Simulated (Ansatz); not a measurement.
```yaml
crystal:
  periodic: [false, false, false]
  atoms:
    - {symbol: C, position_ang: [-1.090092, -1.248514, 2.158495]}
    - {symbol: C, position_ang: [-0.389250, -0.642443, 0.996169]}
    - {symbol: C, position_ang: [-1.010547, 0.257020, 0.150679]}
    - {symbol: C, position_ang: [-0.316259, 0.770091, -0.943705]}
    - {symbol: C, position_ang: [-1.065444, 1.747205, -1.867740]}
    - {symbol: F, position_ang: [-1.456068, 2.818711, -1.171404]}
    - {symbol: F, position_ang: [-1.860598, 1.160339, -2.359910]}
    - {symbol: F, position_ang: [-2.160598, 1.160339, -2.359910]}
    - {symbol: O, position_ang: [0.860425, 0.507285, -1.254461]}
    - {symbol: Ti, position_ang: [2.314898, -0.630607, -0.315240]}
    - {symbol: F, position_ang: [2.562387, -1.297704, -1.906513]}
    - {symbol: Cl, position_ang: [3.568364, -2.083623, 0.790967]}
    - {symbol: Cl, position_ang: [3.396813, 1.221884, 0.119218]}
    - {symbol: O, position_ang: [0.828560, -1.017825, 0.833522]}
    - {symbol: H, position_ang: [-1.078410, -2.336301, 2.054038]}
    - {symbol: H, position_ang: [-2.116152, -0.897474, 2.246482]}
    - {symbol: H, position_ang: [-0.537584, -1.011252, 3.070987]}
    - {symbol: H, position_ang: [-2.035898, 0.547309, 0.322737]}
basis:
  gaussian: {orbitals: def2-mTZVPP}
hamiltonian: {xc: {name: B3LYP}, dispersion: d3bj}
accuracy: high
output: {forces: true}
```

```sh
$ ansatz run in.yaml --threads 11 --pin off --events-out ev --progress --plain --max-ram 110592MiB --backend cuda --devices 0, --max-vram 75GiB
```

Shortened log:

```
Functional definition: B3LYP
6863 factors; integrals over basis functions are off by at most 2.4e-7 eV
mean field evaluation 1: about -67412.9488 eV, gradient 1.5e2 eV
mean field evaluation 2: about -66145.8799 eV, gradient 6.8e2 eV
mean field evaluation 4: about -67390.9566 eV, gradient 2.0e2 eV
mean field evaluation 8: about -67467.6109 eV, gradient 8.9e0 eV
mean field evaluation 16: about -67469.8533 eV, gradient 1.0e-7 eV
mean field -67469.85333249 eV, -2479.4713772598 hartree, gradient 1.9e-8 eV, S^2 0.000000; 0 other end points of the search recorded, 0 dependent functions left out
reference -67469.85339369 eV, -2479.4713795088 hartree; 71, 71 occupied and 275, 275 virtual orbitals, 6863 factors
Total energy: -67470.92683089 eV, -2479.5108275985 hartree
Atom 0 at    -1.090092    -1.248514     2.158495 Å, force    -0.032698    -0.166650     0.143449 eV/Å
Atom 1 at    -0.389250    -0.642443     0.996169 Å, force    -0.913837     0.764305    -0.056252 eV/Å
Atom 2 at    -1.010547     0.257020     0.150679 Å, force     0.110976    -0.185958     1.059092 eV/Å
Atom 3 at    -0.316259     0.770091    -0.943705 Å, force     0.136654     0.453019    -2.590102 eV/Å
Atom 4 at    -1.065444     1.747205    -1.867740 Å, force    44.483418    30.940108    25.037194 eV/Å
Atom 5 at    -1.456068     2.818711    -1.171404 Å, force    -0.339577     6.409455     5.087393 eV/Å
Atom 6 at    -1.860598     1.160339    -2.359910 Å, force  6773.640306   -41.500585   -17.384021 eV/Å
Atom 7 at    -2.160598     1.160339    -2.359910 Å, force -6818.937565     4.295651   -11.490185 eV/Å
Atom 8 at     0.860425     0.507285    -1.254461 Å, force     0.956294    -0.548317     0.060365 eV/Å
Atom 9 at     2.314898    -0.630607    -0.315240 Å, force    -0.657150     0.233772     0.275051 eV/Å
Atom 10 at     2.562387    -1.297704    -1.906513 Å, force     0.163330    -0.349984    -0.787773 eV/Å
Atom 11 at     3.568364    -2.083623     0.790967 Å, force     0.359508    -0.405389     0.288999 eV/Å
Atom 12 at     3.396813     1.221884     0.119218 Å, force     0.329445     0.498290     0.139373 eV/Å
Atom 13 at     0.828560    -1.017825     0.833522 Å, force     0.805963    -0.417883     0.014871 eV/Å
Atom 14 at    -1.078410    -2.336301     2.054038 Å, force    -0.047204    -0.027302     0.034320 eV/Å
Atom 15 at    -2.116152    -0.897474     2.246482 Å, force    -0.036200    -0.001905     0.025680 eV/Å
Atom 16 at    -0.537584    -1.011252     3.070987 Å, force    -0.025282     0.002840     0.032357 eV/Å
Atom 17 at    -2.035898     0.547309     0.322737 Å, force     0.003618     0.006532     0.110189 eV/Å
Dipole moment:    -1.957726     0.273259     0.014521 e Å
```

**Question.** What is wrong with this run?

**Answer.** One atom was put on top of another. The run converged. The result belongs to that input, not to the molecule as meant.

B3LYP here is the variant with VWN-RPA as its local correlation; programs differ in this.
